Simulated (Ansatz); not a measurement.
CH6Si3, SMILES `C[Si]1=[SiH][SiH2]1` (charge 0, multiplicity 1).

Cartesian coordinates (Å):
```xyz
10

C      2.1219     0.1312     0.0210
Si     0.2521     0.1975     0.0164
Si    -1.5550     1.2771     0.0860
Si    -1.6948    -0.9979    -0.0825
H      2.5307     1.1385     0.1121
H      2.4721    -0.4743     0.8594
H      2.4818    -0.3184    -0.9066
H     -2.2931     2.5669     0.1766
H     -2.1644    -1.8481     1.0515
H     -2.1513    -1.6725    -1.3339
```
Charge 0, spin multiplicity 1.

Frozen-core energies in 6-31g from Ansatz (an electronic-structure program) at a geometry from PBE0-D3(BJ)/def2-TZVP; the HF reference has <S^2> = 0.00 (restricted, and unstable towards unrestricted orbitals) and the T1 diagnostic is 0.010.

| level | energy (Ha) |
|---|---|
| HF | -907.88697 |
| MP2 | -908.14450 |
| CCSD | -908.19255 |

Estimate the energies of CCSD(T), CCSDT and CCSDT(Q), and give each level's difference from CCSDT(Q).


| level | energy (Ha) | difference from CCSDT(Q) (mHa) |
|---|---|---|
| MP2 | -908.14450 | 59.07 |
| CCSD | -908.19255 | 11.02 |
| CCSD(T) | -908.20163 | 1.95 |
| CCSDT | -908.20272 | 0.86 |
| CCSDT(Q) | -908.20358 | 0.00 |
